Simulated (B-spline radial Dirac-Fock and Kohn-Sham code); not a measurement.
# Width and fluorescence yield of the K (1s) hole, Mo to Ba

These are calculated numbers from a radial finite-basis atomic code; the model is independent-particle rates on relativistic LDA orbitals of the hole state (multipoles up to L = 3, Coulomb Auger matrix elements, transition energies from Dirac-Fock). Free neutral atoms. Recommended widths: Campbell and Papp (2001); yields: xraylib tables.

| Z | element | Γ (eV) | recommended Γ | ω | tabulated ω |
| --- | --- | --- | --- | --- | --- |
| 42 | Mo | 4.42 | 4.52 | 0.764 | 0.767 |
| 43 | Tc | 4.80 | 4.91 | 0.779 | 0.782 |
| 44 | Ru | ? | ? | ? | ? |
| 45 | Rh | 5.63 | 5.77 | 0.807 | 0.809 |
| 46 | Pd | 6.10 | 6.25 | 0.819 | 0.820 |
| 47 | Ag | 6.60 | 6.76 | 0.830 | 0.831 |
| 48 | Cd | 7.13 | 7.32 | 0.841 | 0.842 |
| 49 | In | 7.70 | 7.90 | 0.850 | 0.851 |
| 50 | Sn | 8.31 | 8.53 | 0.859 | 0.860 |
| 51 | Sb | 8.97 | 9.20 | 0.868 | 0.868 |
| 52 | Te | 9.66 | 9.91 | 0.876 | 0.875 |
| 53 | I | 10.4 | 10.7 | 0.883 | 0.882 |
| 54 | Xe | 11.2 | 11.5 | 0.889 | 0.888 |
| 55 | Cs | 12.0 | 12.3 | 0.896 | 0.894 |
| 56 | Ba | 12.9 | 13.2 | 0.901 | 0.900 |

Question: What does the model give for Ru?

Answer: Γ = 5.20 eV, ω = 0.794; the recommended width is 5.33 eV; the tabulated yield is 0.796.
